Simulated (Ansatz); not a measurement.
The same ligand exchange along the group Sc, Y.

Isolated molecules relaxed with PBE0-D4/def2-TZVP in Ansatz; ΔE leaves out vibrations. CBS: MP2 limit from def2 TZ/QZ plus the TZ coupled-cluster correction, frozen cores. This one scheme is used for every species. DFT in def2-TZVPP. Elements past krypton have def2 core potentials. For Sc, Y outer-core shells are correlated without core-valence functions, which leaves a few kJ/mol of doubt a bond. Scalar relativity is left out up to krypton. Each species was taken in one conformer, which may not be the lowest.

| reaction | CCSD(T)/def2-SVP (eV) | LDA (SPW92) (eV) |
| --- | --- | --- |
| `[NH2][Sc]([NH2])[NH2]` + HCl → `[NH2][Sc]([NH2])[Cl]` + NH₃ | -1.46 | -1.31 |
| `[NH2][Y]([NH2])[NH2]` + HCl → `[NH2][Y]([NH2])[Cl]` + NH₃ | -1.57 | -1.44 |

**Question.** Give the CCSD(T)/CBS values in the same order. (An estimate is asked.)

**Answer.** Computed: -1.37, -1.53 eV.

Largest T1 diagnostic: 0.014, for `[NH2][Sc]([NH2])[Cl]`.
